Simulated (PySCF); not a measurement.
Vertical excitations of a molecule C2H8InN from PySCF with TDDFT-PBE/def2-SVPD, as energy in eV (oscillator strength): 3.57 (0.130), 4.19 (0.014), 4.58 (0.004), 4.99 (0.002), 5.31 (0.007), 5.34 (0.000), 5.74 (0.000), 5.76 (0.066), 6.15 (0.014), 6.44 (0.009). Lowest triplet (TDA): 2.55 eV. Coordinates come from a B3LYP-D3(BJ)/def2-SVP optimisation. The def2 effective core potentials stand for the cores of In; spin–orbit coupling is left out. Other conformers were not sampled.

Task: Identify the compound among the candidates.
A. [CH3][In]([CH3])[NH2]
B. C[CH2][InH][NH2]
C. C[N](C)[InH2]

Result: C, C[N](C)[InH2]
